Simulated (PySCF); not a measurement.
# Pb⁷¹⁺: ionisation energy

Pb⁷¹⁺ [Ne] 3s1 (2S) → Pb⁷²⁺ [Ne] (1S), as a difference of total energies. Calculation: PySCF 2.14, in an even-tempered Gaussian basis (16 s from 23 bohr⁻², ratio 2.5; 10 p from 30 bohr⁻², ratio 2.5; 4 d from 110 bohr⁻², ratio 2.7; 4 f from 160 bohr⁻², ratio 2.7); no relativity, point nucleus. Correlated levels: outer shells: 1s2 frozen; virtual orbitals above 40 to 60 times the deepest correlated orbital energy dropped. The calculations carry no spin-orbit coupling.

```json
{"method": "UHF", "ionisation energy (eV)": "8300.0"}
{"method": "LDA", "ionisation energy (eV)": "8303.6"}
{"method": "PBE", "ionisation energy (eV)": "8308.8"}
{"method": "PBE0", "ionisation energy (eV)": "8306.8"}
{"method": "r2SCAN", "ionisation energy (eV)": "8298.1"}
{"method": "revPBE", "ionisation energy (eV)": "8307.6"}
{"method": "TPSS", "ionisation energy (eV)": "8305.4"}
{"method": "MP2 (outer shells)", "ionisation energy (eV)": "8300.7"}
{"method": "SCS-MP2 (outer shells)", "ionisation energy (eV)": "8300.6"}
```

The gap to the reference is mostly relativistic.

For comparison: 9150 ± 60 eV (theoretical estimate listed by NIST; NIST Atomic Spectra Database, ionization energies).
